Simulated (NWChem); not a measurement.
SnICl, singlet; SMILES [Cl][Sn][I]

Computed with NWChem. Low-valent species are run as closed-shell singlets; no triplet was tried in these runs. Coordinates come from a PBE0/def2-SVP optimisation. def2 effective core potentials on Sn, I; no spin-orbit coupling. Hybrids' shares of exact exchange are those that their runs print; pure functionals count as 0. The functionals differ in more than this share.

```csv
row,share of exact exchange,highest occupied level (eV)
PBE/def2-SVP,0.00,-6.33
OLYP/def2-SVP,0.00,-6.11
B3LYP/def2-SVP,0.20,withheld
PBE0/def2-SVP,0.25,-7.41
MPW1K/def2-SVP,0.43,-8.20
```

**Question.** Fit a straight line of the last column on the one before it, predict the withheld value, and compare with the run.

**Answer.** 
1. Means of the 4 shown rows: x = 0.170, y = -7.013. Slope Σ(x − x̄)(y − ȳ)/Σ(x − x̄)² = -0.6100/0.1318 = -4.628; intercept -6.226.
2. The shown rows scatter about the line by 0.079 (root mean square); the largest residual is +0.12, at OLYP/def2-SVP.
3. At x = 0.20 (B3LYP/def2-SVP; inside the shown range) the line gives -7.15.
4. The run gives -7.12, +0.03 from the line, 0.4 times the scatter.
